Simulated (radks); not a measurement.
Results of a calculation; reference values are marked as such.
Question: As, 33 electrons, occupied as [Ar] 3d10 4s2 4p3. Code: a radial shooting solver on a logarithmic mesh with Libxc functionals. Model: scalar-relativistic Kohn-Sham, Slater X-alpha with alpha = 0.908, spin-polarised, spherical densities, point nucleus; open shells are filled with parallel spins first. Some entries of the table are withheld. Estimate them.

| orbital | occ. | eigenvalue (eV) | <r> (bohr) | <r^2> (bohr^2) |
|---|---|---|---|---|
| 1s up | 1 | -11793.94 | 0.04543 | 0.002777 |
| 1s down | 1 | -11793.76 | 0.04543 | 0.002777 |
| 2s up | 1 | -1508.323 | 0.2020 | 0.04810 |
| 2s down | 1 | -1508.253 | 0.2020 | 0.04810 |
| 2p up | 3 | -1328.772 | 0.1762 | 0.03800 |
| 2p down | 3 | -1328.636 | 0.1762 | 0.03800 |
| 3s up | 1 | -197.0456 | 0.5940 | 0.4066 |
| 3s down | 1 | -196.8214 | 0.5935 | 0.4056 |
| 3p up | 3 | -140.5868 | 0.6106 | 0.4380 |
| 3p down | 3 | -140.3102 | 0.6094 | 0.4358 |
| 3d up | 5 | -46.6169 | (1) | 0.5545 |
| 3d down | 5 | -46.1462 | (2) | 0.5382 |
| 4s up | 1 | -17.4959 | (3) | 4.084 |
| 4s down | 1 | -13.3583 | (4) | 4.024 |
| 4p up | 3 | -7.6827 | 2.366 | 6.535 |
| 4p down | 0 | -3.4444 | 2.498 | 7.538 |

Answer: 
(1) 3d up <r> (bohr): 0.6630
(2) 3d down <r> (bohr): 0.6554
(3) 4s up <r> (bohr): 1.887
(4) 4s down <r> (bohr): 1.866
